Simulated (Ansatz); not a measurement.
HOSi (SMILES [OH+]=[Si]), charge +1, singlet, geometry from GFN2-xTB, atoms displaced at random by about 0.1 Å a coordinate. Base run: PBE/def2-SVP (Ansatz, an electronic-structure program).

The Ansatz input:
Ansatz 0.2 input:
```yaml
crystal:
  periodic: [false, false, false]
  atoms:
    - {symbol: O, position_ang: [-0.04498643, 0.05478061, -0.92498250]}
    - {symbol: Si, position_ang: [-0.07239890, 0.08656745, 0.59173737]}
    - {symbol: H, position_ang: [-0.05842609, 0.02491427, -1.80017698]}
basis:
  gaussian:
    orbitals: def2-SVP
hamiltonian:
  xc: pbe
total_charge: 1
relax: {}
```

Variants of this job, named by their change:

```csv
change,ΔE vs base (kcal/mol),optimiser steps
base,0.000,5
relax = f_tol: 0.1,0.007,4
relax = f_tol: 0.0005,0.000,6
relax = f_tol: 0.002,0.000,5
relax = escape_saddle: false,0.000,5
relax = f_tol: 0.05,0.007,4
relax = max_displacement: 0.5,0.000,5
```
